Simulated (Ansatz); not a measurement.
`BB` + `C1N[SiH2]1` → `BN1C[SiH2]1` + BH₃ at 298.15 K and 1 bar (cleavage of the B–B bond).

Isolated molecules relaxed with PBE0-D4/def2-TZVP in Ansatz; ΔE leaves out vibrations. CCSD(T)/CBS is the MP2 limit (def2-TZVPP, def2-QZVPP) plus CCSD(T) − MP2 in def2-TZVPP, frozen cores. This one scheme is used for every species.

```csv
species,CCSD(T)/CBS energy (Eh),H − E (kJ/mol),S (J/(mol·K))
`BB`,-51.92346,113.4,231.9
`C1N[SiH2]1`,-384.79623,167.2,268.2
`BN1C[SiH2]1`,-410.22230,201.9,299.7
BH₃,-26.55200,78.7,188.3
```

H − E and S are ideal-gas, rigid-rotor, harmonic terms from PBE0-D4/def2-TZVP, for one conformer and one mirror image of each species. 1 Eh = 2625.50 kJ/mol, R = 8.31446 J/(mol·K).

**Question.** By hand: ΔE, ΔH, ΔS and ΔG.

**Answer.** ΔE = (-410.22230) + (-26.55200) − (-51.92346) − (-384.79623) = -0.05461 Eh = -143.4 kJ/mol. Δ(H − E) = 201.9 + 78.7 − 113.4 − 167.2 = 0.0, so ΔH = -143.4 kJ/mol. ΔS = 299.7 + 188.3 − 231.9 − 268.2 = -12.1 J/(mol·K). ΔG = -143.4 − 298.15 × (-12.1)/1000 = -139.8 kJ/mol.

**Question.** By hand: the equilibrium constant, and the temperature at which ΔG would vanish if ΔH and ΔS stayed fixed.

**Answer.** log₁₀ K = −ΔG/(RT ln 10) = 24.5. ΔG = 0 at ΔH/ΔS = 11851 K, far beyond where these terms or the molecules hold.

The number of gas molecules stays the same, so ΔS is small and ΔH decides. A doubt of 5 kJ/mol in ΔE shifts log₁₀ K by 0.9 here. Other conformers and mirror images would add mixing entropy, several J/(mol·K) or more a flexible species. These are equilibria of isolated gas molecules and say nothing of rates. Largest T1 diagnostic: 0.014 (customary marks: 0.02 for closed shells, 0.045 for open ones).
